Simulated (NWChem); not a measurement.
silacyclobutane (C3H8Si); SMILES C1C[SiH2]C1

```xyz
12

C     -0.1962    -1.3215     0.0000
C      0.1612    -0.3999    -1.1982
Si    -0.0571     1.0553     0.0000
C      0.1612    -0.3999     1.1982
H      0.3114    -2.3011     0.0000
H     -1.2797    -1.5256     0.0000
H      1.2198    -0.5119    -1.4850
H     -0.4546    -0.5061    -2.1023
H     -1.4408     1.6263     0.0000
H      0.9211     2.1893     0.0000
H      1.2198    -0.5119     1.4850
H     -0.4546    -0.5061     2.1023
```
Atoms are numbered in this order, from 1.

All runs: NWChem. Pople sets run with spherical d functions. Medium grid unless said otherwise, to which SCAN and Minnesota functionals are sensitive. The geometry was optimised at PBE0/def2-SVP. Level r2SCAN/6-31G*: energy and gradient; each run changes one setting, and changes count from the defaults (medium grid, exact Coulomb integrals, symmetry on).

Problem. Which setting moves the energy most, and by about how much (defaults; Coulomb fitting, Ahlrichs set; tight SCF thresholds and tolerances; symmetry off)?

Solution. Coulomb fitting, Ahlrichs set, by about 400 μHa.
```tsv
setting	size of the energy change (μHa)	largest change of a gradient component (μHa/bohr)
defaults	< 10	< 30
symmetry off	< 10	other frame
Coulomb fitting, Ahlrichs set	400	90
tight SCF thresholds and tolerances	< 10	< 30
```
